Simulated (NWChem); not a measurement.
The numbers come from NWChem runs, not from measurements. System: pentafluorosilicate (F5Si (-1)), charge -1, spin multiplicity 1, at a geometry optimised with PBE0/def2-SVP. Level: RHF/def2-SVPD.

Job file:

```
start mol
memory heap 200 mb stack 900 mb global 1100 mb
charge -1
geometry units angstroms nocenter noautoz
  F     -1.675861     0.000000     0.000024
  Si     0.000000     0.000000    -0.000020
  F      0.000000    -1.429071     0.825095
  F      0.000000     1.429071     0.825095
  F      0.000000     0.000000    -1.650208
  F      1.675861     0.000000     0.000024
  symmetry group C2v
end
basis spherical
  * library def2-svpd
end
scf
  rhf
  nopen 0
  maxiter 100
  thresh 1e-7
  semidirect memsize 60000000 filesize 0
end
task scf energy
```

Output (cleaned and shortened):

```
             Northwest Computational Chemistry Package (NWChem) 7.3.0
             --------------------------------------------------------

                                NWChem Input Module
                                -------------------

 Scaling coordinates for geometry "geometry" by  1.889725989
 (inverse scale =  0.529177249)

 Turning off AUTOSYM since
 SYMMETRY directive was detected!

                             Geometry "geometry" -> ""
                             -------------------------

 Output coordinates in angstroms (scale by  1.889725989 to convert to a.u.)

  No.       Tag          Charge          X              Y              Z
 ---- ---------------- ---------- -------------- -------------- --------------
    1 F                    9.0000    -1.67586100     0.00000000     0.00002400
    2 Si                  14.0000     0.00000000     0.00000000    -0.00002000
    3 F                    9.0000     0.00000000    -1.42907100     0.82509500
    4 F                    9.0000     0.00000000     1.42907100     0.82509500
    5 F                    9.0000     0.00000000     0.00000000    -1.65020800
    6 F                    9.0000     1.67586100     0.00000000     0.00002400

 Effective nuclear repulsion energy (a.u.)     367.9163686629

            Nuclear Dipole moment (a.u.)
            ----------------------------
        X                 Y               Z
 ---------------- ---------------- ----------------
     0.0000000000     0.0000000000    -0.0000188973

      Symmetry information
      --------------------

 Group name             C2v
 Group number             16
 Group order               4
 No. of unique centers     4

      Symmetry unique atoms

     1    2    3    5


 Summary of "ao basis" -> "" (spherical)
 ------------------------------------------------------------------------------
       Tag                 Description            Shells   Functions and Types
 ---------------- ------------------------------  ------  ---------------------
 *                         def2-svpd                  on all atoms

 Summary of "ao basis" -> "ao basis" (spherical)
 ------------------------------------------------------------------------------
       Tag                 Description            Shells   Functions and Types
 ---------------- ------------------------------  ------  ---------------------
 F                         def2-svpd                 9       23   4s3p2d
 Si                        def2-svpd                10       24   5s3p2d

                                 NWChem SCF Module
                                 -----------------

  ao basis        = "ao basis"
  functions       =   139
  atoms           =     6
  closed shells   =    30
  open shells     =     0
  charge          =  -1.00
  wavefunction    = RHF
  use symmetry    = T
  symmetry adapt  = T

 Summary of "ao basis" -> "ao basis" (spherical)
 ------------------------------------------------------------------------------
       Tag                 Description            Shells   Functions and Types
 ---------------- ------------------------------  ------  ---------------------
 F                         def2-svpd                 9       23   4s3p2d
 Si                        def2-svpd                10       24   5s3p2d

      Symmetry analysis of basis
      --------------------------

        a1         55
        a2         18
        b1         33
        b2         33

 Forming initial guess at       0.0s

      Superposition of Atomic Density Guess
[...]
    21 b1         22 b2         23 a1         24 b2         25 a1
    26 b1         27 b2         28 a1         29 b1         30 a2
    31 a1         32 b1         33 a1         34 b2         35 a1
    36 b2         37 a1         38 a1         39 b1         40 a2

             Final eigenvalues
             -----------------

              1
    1  -68.7416
    2  -26.0971
    3  -26.0970
    4  -26.0970
    5  -26.0646
    6  -26.0646
    7   -6.0737
    8   -4.1893
    9   -4.1893
   10   -4.1873
   11   -1.3991
   12   -1.3636
   13   -1.3636
   14   -1.3358
   15   -1.3166
   16   -0.6236
   17   -0.5445
   18   -0.5445
   19   -0.5418
   20   -0.5058
   21   -0.5058
   22   -0.4758
   23   -0.4758
   24   -0.4489
   25   -0.4451
   26   -0.4289
   27   -0.4213
   28   -0.4213
   29   -0.4036
   30   -0.4036
   31    0.2335
   32    0.2968
   33    0.3042
   34    0.3042
   35    0.3259
   36    0.3574
   37    0.3574
   38    0.3991
   39    0.4179
   40    0.4179

                       ROHF Final Molecular Orbital Analysis
                       -------------------------------------

 Vector   28  Occ=2.000000D+00  E=-4.212741D-01  Symmetry=a1
              MO Center= -8.7D-16, -7.0D-12, -4.1D-02, r^2= 3.3D+00
   Bfn.  Coefficient  Atom+Function         Bfn.  Coefficient  Atom+Function
  ----- ------------  ---------------      ----- ------------  ---------------
     7      0.428475  1 F  pz               123      0.428475  6 F  pz
    10     -0.312894  1 F  pz               126     -0.312894  6 F  pz
   100      0.173026  5 F  pz

 Vector   29  Occ=2.000000D+00  E=-4.035644D-01  Symmetry=b1
              MO Center=  3.4D-15,  4.2D-12, -3.0D-01, r^2= 3.1D+00
   Bfn.  Coefficient  Atom+Function         Bfn.  Coefficient  Atom+Function
  ----- ------------  ---------------      ----- ------------  ---------------
     7      0.377074  1 F  pz               123     -0.377074  6 F  pz
    98     -0.347293  5 F  px                10     -0.272976  1 F  pz
   126      0.272976  6 F  pz               101      0.252725  5 F  px
    52      0.173718  3 F  px                75      0.173718  4 F  px

 Vector   30  Occ=2.000000D+00  E=-4.035599D-01  Symmetry=a2
              MO Center= -6.0D-16, -3.3D-12,  3.0D-01, r^2= 3.1D+00
   Bfn.  Coefficient  Atom+Function         Bfn.  Coefficient  Atom+Function
  ----- ------------  ---------------      ----- ------------  ---------------
     6      0.377068  1 F  py               122     -0.377068  6 F  py
    52     -0.300816  3 F  px                75      0.300816  4 F  px
     9     -0.272973  1 F  py               125      0.272973  6 F  py
    55      0.218904  3 F  px                78     -0.218904  4 F  px

 Vector   31  Occ=0.000000D+00  E= 2.335092D-01  Symmetry=a1
              MO Center= -8.0D-15,  6.6D-16, -1.2D-04, r^2= 1.3D+01
   Bfn.  Coefficient  Atom+Function         Bfn.  Coefficient  Atom+Function
  ----- ------------  ---------------      ----- ------------  ---------------
    27      5.630095  2 Si s                 28      3.754556  2 Si s
     4     -2.461360  1 F  s                120     -2.461360  6 F  s
    51     -1.867188  3 F  s                 74     -1.867188  4 F  s
    97     -1.867244  5 F  s                106     -0.732943  5 F  pz
    59     -0.634718  3 F  py                82      0.634718  4 F  py

 Vector   32  Occ=0.000000D+00  E= 2.967982D-01  Symmetry=b1
              MO Center= -1.0D-14, -8.6D-15,  4.7D-05, r^2= 1.4D+01
   Bfn.  Coefficient  Atom+Function         Bfn.  Coefficient  Atom+Function
  ----- ------------  ---------------      ----- ------------  ---------------
     4      3.213296  1 F  s                120     -3.213296  6 F  s
    35      2.553656  2 Si px                11      2.110629  1 F  px
   127      2.110629  6 F  px                58      0.555303  3 F  px
    81      0.555303  4 F  px               104      0.555228  5 F  px
     3     -0.193518  1 F  s                119      0.193518  6 F  s

 Vector   33  Occ=0.000000D+00  E= 3.042331D-01  Symmetry=a1
              MO Center=  3.4D-16, -5.7D-14, -1.4D+00, r^2= 1.2D+01
   Bfn.  Coefficient  Atom+Function         Bfn.  Coefficient  Atom+Function
  ----- ------------  ---------------      ----- ------------  ---------------
    97      3.125379  5 F  s                106      2.287484  5 F  pz
    37      1.792657  2 Si pz                51     -1.562735  3 F  s
    74     -1.562735  4 F  s                 59     -0.885412  3 F  py
    82      0.885412  4 F  py                60      0.753975  3 F  pz
    83      0.753975  4 F  pz                13      0.438555  1 F  pz

 center of mass
 --------------
 x =   0.00000000 y =   0.00000000 z =   0.00000016

 moments of inertia (a.u.)
 ------------------
         554.237921721554           0.000000000000           0.000000000000
           0.000000000000         658.211824432048           0.000000000000
           0.000000000000           0.000000000000         658.194041234918

  Mulliken analysis of the total density
  --------------------------------------

    Atom       Charge   Shell Charges
 -----------   ------   -------------------------------------------------------
    1 F    9     9.83   1.99  1.11  0.83  0.15  3.34  2.20  0.23  0.00 -0.02
    2 Si  14    10.80   2.00  1.99  0.69 -1.27  0.15  5.94  0.84 -0.24  0.68  0.02
    3 F    9     9.85   1.99  1.11  0.83  0.13  3.34  2.20  0.25  0.00  0.00
    4 F    9     9.85   1.99  1.11  0.83  0.13  3.34  2.20  0.25  0.00  0.00
    5 F    9     9.85   1.99  1.11  0.83  0.13  3.34  2.20  0.25  0.00  0.00
    6 F    9     9.83   1.99  1.11  0.83  0.15  3.34  2.20  0.23  0.00 -0.02

       Multipole analysis of the density wrt the origin
       ------------------------------------------------

     L   x y z        total         open         nuclear
     -   - - -        -----         ----         -------
     0   0 0 0     -1.000000      0.000000     59.000000

     1   1 0 0     -0.000000      0.000000      0.000000
     1   0 1 0      0.000000      0.000000      0.000000
     1   0 0 1     -0.000091      0.000000     -0.000019

     2   2 0 0    -36.692087      0.000000    180.528663
     2   1 1 0     -0.000000      0.000000      0.000000
     2   1 0 1      0.000000      0.000000      0.000000
     2   0 2 0    -32.711089      0.000000    131.273719
     2   0 1 1     -0.000000      0.000000      0.000000
     2   0 0 2    -32.711471      0.000000    131.282143

 Task  times  cpu:        2.5s     wall:        2.5s

 Total times  cpu:        2.5s     wall:        2.5s
```
